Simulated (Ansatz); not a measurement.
Cost and result for the atomization energy of GeH₅NOSi, SMILES `[NH2][Ge][O][SiH3]` (9 atoms, 8 bonds).

```xyz
9

N    -0.3165    1.2171    2.0771
Ge   -0.9372    1.2373    0.3755
O     0.0803   -0.1561   -0.1502
Si    0.3006   -0.9798   -1.5438
H    -0.6202    1.8605    2.7896
H     0.3708    0.5521    2.3997
H     1.7237   -0.8888   -1.9656
H    -0.0482   -2.4118   -1.3460
H    -0.5534   -0.4307   -2.6362
```

The species carries charge 0 and has multiplicity 1. Correlated methods include outer-core shells of Ge, which these sets cover unevenly. Scalar relativity is left out up to krypton. The geometry is a stationary point of PBE0-D4/def2-TZVP. It is one conformer, not always the lowest. Program: Ansatz. All runs use 4 threads of an Arm Neoverse V2 on a shared host. Times are those of one run each, without the atoms' runs, and a repeat can differ threefold. Electronic energies, without spin–orbit coupling; frozen cores. CCSD(T)/CBS adds CCSD(T) − MP2 in def2-TZVPP to the MP2 limit, and its time is that of the two runs behind it. T1 = 0.014. With those shells the extrapolation isn't a true limit. HSE06 is the plane-wave form, built on full-range PBE exchange.

CCSD(T)/CBS is a level of theory with its own doubt, some kJ/mol a heavy atom from the limit and from the frozen cores, so smaller differences don't rank the functionals.

| level | functions | wall time |
| --- | --- | --- |
| LDA (SPW92)/def2-TZVPP | 222 | 0.85 s |
| BLYP-D4/def2-TZVPP | 222 | 1.4 s |
| PBE-D4/def2-TZVPP (with forces) | 222 | 1.6 s |
| HSE06-D4/def2-TZVPP | 222 | 2.1 s |
| r2SCAN-D4/def2-TZVPP (with forces) | 222 | 3 s |
| r2SCANh-D4/def2-TZVPP | 222 | 3.3 s |
| B2PLYP/def2-TZVPP | 222 | 3.5 s |
| CCSD(T)/def2-SVP | 103 | 3.6 s |
| ωB97X-V/def2-TZVPP | 222 | 5.5 s |
| B97M-V/def2-TZVPP | 222 | 6 s |
| MP2/def2-QZVPP | 423 | 13 s |
| CCSD(T)/def2-TZVPP | 222 | 78 s |
| CCSD(T)/CBS(def2) | – | 91 s |

(1) What atomization energy does each give, and how far from CCSD(T)/CBS? (An estimate is asked.)

Answers

(1) The calculation gave: 
```tsv
level	atomization (kJ/mol)	difference from CCSD(T)/CBS	per bond
LDA (SPW92)/def2-TZVPP	3429.8	400.6	50.1
BLYP-D4/def2-TZVPP	3026.6	-2.6	-0.3
PBE-D4/def2-TZVPP (with forces)	3033.4	4.2	0.5
HSE06-D4/def2-TZVPP	2966.5	-62.7	-7.8
r2SCAN-D4/def2-TZVPP (with forces)	3001.7	-27.5	-3.4
r2SCANh-D4/def2-TZVPP	2975.2	-54.0	-6.7
B2PLYP/def2-TZVPP	2982.4	-46.8	-5.8
CCSD(T)/def2-SVP	2759.1	-270.1	-33.8
ωB97X-V/def2-TZVPP	3034.0	4.8	0.6
B97M-V/def2-TZVPP	3018.1	-11.1	-1.4
MP2/def2-QZVPP	3025.2	-4.0	-0.5
CCSD(T)/def2-TZVPP	2929.0	-100.2	-12.5
CCSD(T)/CBS(def2)	3029.2	0.0	0.0
```

From BLYP to BHLYP (50 % exact exchange), in def2-TZVPP and without D4, the atomization energy moves by −90.3 kJ/mol: exact exchange takes away binding that semilocal exchange gives to molecules. Leaving LDA and LC-ωPBE aside and taking each functional with its dispersion term where it has one, the values, not all of them listed here, spread over 113.4 kJ/mol, from BHLYP-D4 to ωB97X-V. LDA lies +415.2 kJ/mol from PBE without D4, its usual overbinding. In def2-TZVPP, CCSD(T) changes the Hartree–Fock value by +843.4 kJ/mol (the triples alone add +48.1 kJ/mol) and MP2 by +879.4 kJ/mol; breaking electron pairs costs correlation energy, which Hartree–Fock lacks.
